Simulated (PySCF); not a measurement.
C3H6Cl, SMILES C[C](C)Cl (connectivity only; charge and spin as stated), charge +1, multiplicity 1. Heavy atoms are numbered as in [CH3:1][C:2]([CH3:3])[Cl:4]. Hydrogens are named by the atom that carries them.

Geometry: B3LYP-D3(BJ)/def2-SVP. The multiplicity is an assumed one; other spin states were not compared. The isomer is the one that the SMILES or the coordinates give; other isomers of the formula were not compared.

These are KT2/pcSseg-1 (PySCF) values and carry that method's errors.

GIAO shieldings, no solvent; atoms alike by connectivity are averaged. δ = σ(ref) − σ: ¹³C against TMS (σ = 185.1 ppm); ³⁵Cl against HCl (σ = 945.4 ppm); ¹H against TMS (σ = 31.47 ppm), references at their B3LYP-D3(BJ)/def2-TZVP geometries, non-relativistic (without spin–orbit terms, shifts of atoms bonded to Cl or Br come out too high).

```
nucleus     atoms  count  δ (ppm)
-------  --------  -----  -------
¹³C            C2      1    298.3
¹³C      C1 (CH3)      2     56.2
³⁵Cl          Cl4      1    850.4
¹H        H on C1      6     4.58
```
